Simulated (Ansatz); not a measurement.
Basis-set extrapolation for CH$_{10}$AlNSi$_{2}$ (PBE0-D4/def2-TZVP geometry, frozen core, Ansatz 0.2.0). Multiplicity 1, RHF reference.

|  | def2-TZVPP | def2-QZVPP |
| --- | --- | --- |
| HF | -918.012653 | -918.041884 |
| MP2 correlation | -0.733050 | -0.783819 |
| CCSD(T) correlation | -0.837294 | not run |

Energies in hartree. Use E(X) = E(∞) + A·exp(−7.88·√X) for Hartree–Fock and E(X) = E(∞) + B·X^(−2.97) for correlation, with X = 3 and 4, and add CCSD(T) minus MP2 of the smaller set to the MP2 limit.

Q: What is the CCSD(T) energy at the basis-set limit?

A: HF limit: -918.041884 + (-0.029231) × 0.13774 = -918.04591. MP2 limit: -0.783819 + (-0.050769) × 0.74074 = -0.82143. Higher-order term: -0.837294 − (-0.733050) = -0.10424. Total: -918.97158 hartree, 76.3 kcal/mol below CCSD(T)/def2-TZVPP.
